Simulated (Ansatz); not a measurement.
A single point on F2H4OSiSn, SMILES `[OH][Sn]([F])([F])[SiH3]`.

```yaml
crystal:
  periodic: [false, false, false]
  atoms:
    - {symbol: O, position_ang: [0.728979, 2.006573, -0.820757]}
    - {symbol: Sn, position_ang: [0.677351, 0.095731, -0.491616]}
    - {symbol: F, position_ang: [2.413104, -0.364467, 0.172473]}
    - {symbol: F, position_ang: [0.714666, -0.729949, -2.218603]}
    - {symbol: Si, position_ang: [-1.233881, -0.727040, 0.992626]}
    - {symbol: H, position_ang: [1.460250, 2.277489, -1.383381]}
    - {symbol: H, position_ang: [-1.086997, -2.195686, 1.101690]}
    - {symbol: H, position_ang: [-2.499686, -0.348709, 0.324840]}
    - {symbol: H, position_ang: [-1.085286, -0.060141, 2.305827]}
basis:
  gaussian: {orbitals: def2-TZVPP}
hamiltonian: {xc: pbe}
correlation: {method: rpa}
```

```sh
$ ansatz run in.yaml --threads 4 --pin off --events-out ev --progress --plain
```

It prints (some lines left out):

```
Functional definition: PBE
1636 factors; integrals over basis functions are off by at most 1.0e-3 eV
mean field evaluation 1: about -21237.9654 eV, gradient 8.7e1 eV
mean field evaluation 2: about -21237.9586 eV, gradient 8.7e1 eV
mean field evaluation 4: about -21245.6375 eV, gradient 4.3e1 eV
mean field evaluation 8: about -21249.7808 eV, gradient 8.6e-1 eV
mean field evaluation 16: about -21249.7814 eV, gradient 2.8e-3 eV
mean field -21249.78138566 eV, -780.9150623037 hartree, gradient 3.4e-6 eV, S^2 0.000000; 0 other end points of the search recorded, 0 dependent functions left out
12 core orbitals not correlated: weight in the atoms' cores, before any rotation towards them, 1.000 or more for the frozen orbitals, at most 0.000 for the correlated occupied ones
reference -21183.93923709 eV, -778.4954079734 hartree; 21, 21 occupied and 208, 208 virtual orbitals, 1636 factors
Total energy: -21233.24601788 eV, -780.3073987461 hartree
```

It took 11 s on 4 threads of a server CPU on a shared host, with 0.62 GiB of host memory at the peak.
